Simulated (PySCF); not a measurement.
## How methods differ on the excitation energy of Pb²⁺

Pb²⁺ [Xe] 4f14 5d10 6s2 (1S) → Pb²⁺ [Xe] 4f14 5d9 6s2 6p1 (high-spin determinant), as a difference of total energies. All numbers are calculated (PySCF 2.14, a scalar-relativistic core potential, in def2-QZVPPD with the def2 core potential (60 electrons) (8s6p5d4f1g, 88 functions)). Correlated levels: valence and next inner shell: nothing frozen outside the core potential. The calculations carry no spin-orbit coupling.

| method | excitation energy (cm⁻¹) |
| --- | --- |
| UHF | 167450 |
| MP2 (valence and next inner shell) | 174840 |
| SCS-MP2 (valence and next inner shell) | 173940 |
| CCSD (valence and next inner shell) | 171820 |
| CCSD(T) (valence and next inner shell) | 171890 |

The determinant of the upper state mixes LS terms, which raises its energy above the lowest term, most at the Hartree-Fock and MP2 levels.
